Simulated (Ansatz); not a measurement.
```xyz
2

Fe    0.0000    0.0000    0.0000
P     0.0000    0.0000    2.1988
```

Basis set: pcseg-2 (spherical functions). Charge 0, multiplicity 6.

Computed with Ansatz (development build ahead of 0.2.0); each method stands on the lowest determinant of its kind that the runs found. Restricted functionals stand beside restricted open-shell atoms, which can lie above the unrestricted atoms usual in DFT and then raise those values.

The atomization energy at this shape (free ground-state atoms in the same class of orbitals less the molecule, no zero-point energy) of sextet FeP:

| method | atomization energy |
| --- | --- |
| r²SCAN (restricted open-shell) | 2.28 eV |

Q: What does r²SCAN (unrestricted) give?

A: 2.42 eV. Caution: other spin multiplicities were not run.

The shape needn't be a minimum at these levels.
